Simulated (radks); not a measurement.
Species: Gd2+. Configuration: [Xe] 4f4 5d1 6p3 (not the ground configuration).

Method: scalar-relativistic Kohn-Sham, PBE, spin-unpolarised, spherical densities, finite nucleus; Fermi nuclear charge, rms radius 5.1569 fm; computed with a radial shooting solver on a logarithmic mesh with Libxc functionals.

Energy parts (Ry):
part                       energy
total                 -22533.4077
kinetic                24194.4643
electron-nucleus      -54738.3152
Hartree                 8502.7380
exchange-correlation    -492.2948

Orbitals (lengths in bohr, moments of r in powers of bohr; r(max) is where P^2 peaks; r(90%) holds 90 % of the orbital's charge):
| orbital | occ. | eigenvalue (Ry) | r(90%) | r(max) |
|---|---|---|---|---|
| 1s | 2 | -3685.756 | 0.0396 | 0.01392 |
| 2s | 2 | -611.9817 | 0.144 | 0.07901 |
| 2p | 6 | -545.0600 | 0.134 | 0.06395 |
| 3s | 2 | -139.0691 | 0.358 | 0.2243 |
| 3p | 6 | -118.3346 | 0.364 | 0.2201 |
| 3d | 10 | -90.93763 | 0.345 | 0.1802 |
| 4s | 2 | -31.19200 | 0.787 | 0.5142 |
| 4p | 6 | -24.29737 | 0.840 | 0.5358 |
| 4d | 10 | -14.74685 | 0.931 | 0.5542 |
| 4f | 4 | -4.27499 | 1.20 | 0.5434 |
| 5s | 2 | -6.41279 | 1.77 | 1.150 |
| 5p | 6 | -4.52440 | 2.02 | 1.272 |
| 5d | 1 | -2.12342 | 2.73 | 1.569 |
| 6p | 3 | -1.19042 | 4.79 | 3.125 |

The highest occupied level is 6p at -16.196 eV. Summed over all electrons, <r^2> = 70.18 bohr^2, which gives a Langevin (diamagnetic) susceptibility term of -55.6 x 10^-6 cm^3/mol.
